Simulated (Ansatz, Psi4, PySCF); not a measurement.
C$_{2}$HO (SMILES [CH]=C=O), doublet, at a GFN2-xTB geometry, atoms displaced at random by about 0.03 Å a coordinate. Base run: PBE0/6-31G, gradient (PySCF).

The PySCF input:
```python
from pyscf import gto, scf, dft

mol = gto.M(
    atom='''
C     0.067852   -0.267120   -1.182847
C    -0.008817    0.001835    0.083460
H     0.099831   -0.490248   -2.239691
O    -0.042939    0.241834    1.130924
''',
    basis='6-31g',
    charge=0,
    spin=1,
    verbose=4,
)

mf = dft.UKS(mol)
mf.xc = 'pbe0'
mf.kernel()
g = mf.nuc_grad_method()
grad = g.kernel()
```

Programs used: Ansatz (a program for electronic structure), Psi4, PySCF; a row that names a program was run with it.

The coordinate followed is z of atom 2.

Variants of this job, named by their change:

```
change                                                  dE/dx (Eh/bohr)  net force (Eh/bohr)        outcome
------------------------------------------------------  ---------------  -------------------  -------------
base                                                           0.349962             0.000029      converged
grids.level = 0; grid_response = on                            0.347425             0.000000      converged
finite difference step (bohr) = 1e-4; conv_tol = 1e-11         0.349962                    -      converged
finite difference step (bohr) = 0.2; conv_tol = 1e-11                 -                    -  not converged
finite difference step (bohr) = 1e-3; conv_tol = 1e-11         0.349962                    -      converged
code = psi4                                                    0.349988             0.000003      converged
grid_response = on                                             0.349967             0.000000      converged
grids.level = 5; grid_response = off                           0.349966             0.000002      converged
finite difference step (bohr) = 1e-5; conv_tol = 1e-11         0.349969                    -      converged
density fitting = on; auxbasis_response = off                  0.350180             0.000075      converged
grids.level = 1; grid_response = on                            0.350006             0.000000      converged
code = ansatz                                                  0.349977             0.000000      converged
```

The net force is zero for an exact gradient.

Open shells are given as the SCF converged; they aren't shown to be the lowest states, and a large step between rows can be another state.
